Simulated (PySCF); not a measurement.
A structure optimised at PBE-D3(BJ)/def2-SVP, used in a PySCF frequency run:

```xyz
12

F     -1.7374     1.6339    -0.4818
C     -0.8176     0.8442     0.1498
C     -0.9988    -0.6336     0.1071
F     -0.6733    -1.3745     1.2157
C      0.1220    -0.0037    -0.6928
Si     1.9277    -0.2190    -0.1912
H     -0.4315     1.2981     1.0808
H     -1.8719    -1.0382    -0.4345
H     -0.0717     0.0330    -1.7795
H      2.0901     0.0942     1.2690
H      2.3855    -1.6264    -0.4528
H      2.7753     0.7285    -0.9946
```
Charge 0, spin multiplicity 1.

Task: Write its SMILES and formula.

Result: F[C@@H]1C([SiH3])[C@H]1F, C3H6F2Si

Task: What are its rotational constants (standard atomic weights)?

Result: 3.7480, 2.0289, 1.4515 GHz
